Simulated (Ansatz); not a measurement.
Start from `C[BH][Ga]([NH2])[OH]` and change one atom or group to get `[NH2][Ga]([OH])[OH]`.

Ansatz, PBE0-D4/def2-TZVP geometries, multiplicity 1. Each molecule was computed in one conformer, which needn't be the lowest.

Scalar relativity is left out up to krypton.

| property | `C[BH][Ga]([NH2])[OH]` |
| --- | --- |
| HOMO energy (PBE/def2-TZVPP) / eV | -5.64 |
| HOMO energy (B3LYP/def2-TZVPP) / eV | -6.81 |
| zero-point energy (PBE0-D4/def2-TZVP) / kJ/mol | 228.1 |
| size of the dipole moment (ωB97M-V/def2-TZVPP) / D | 1.94 |
| HOMO energy (ωB97M-V/def2-TZVPP) / eV | -9.44 |
| LUMO energy (PBE/def2-TZVPP) / eV | -2.78 |

(1) What does the change do to each property? (An estimate is asked.)

## Answers

(1) Ansatz gave: 
| property | `[NH2][Ga]([OH])[OH]` | shift |
| --- | --- | --- |
| HOMO energy (PBE/def2-TZVPP) / eV | -6.09 | -0.45 |
| HOMO energy (B3LYP/def2-TZVPP) / eV | -7.33 | -0.52 |
| zero-point energy (PBE0-D4/def2-TZVP) / kJ/mol | 137.8 | -90.3 |
| size of the dipole moment (ωB97M-V/def2-TZVPP) / D | 2.13 | 0.19 |
| HOMO energy (ωB97M-V/def2-TZVPP) / eV | -9.99 | -0.55 |
| LUMO energy (PBE/def2-TZVPP) / eV | -1.39 | 1.39 |

With PBE0 the HOMO falls by 0.53 eV and the LUMO rises by 1.35 eV, so the gap widens by about 1.88 eV. PBE moves the HOMO by -0.45 eV and ωB97M-V by -0.55 eV. The zero-point energy changes by -90.3 kJ/mol with -12 modes. Dipoles are sizes alone; their direction can turn.

B3LYP here is the variant with VWN-RPA as its local correlation; programs differ in this.
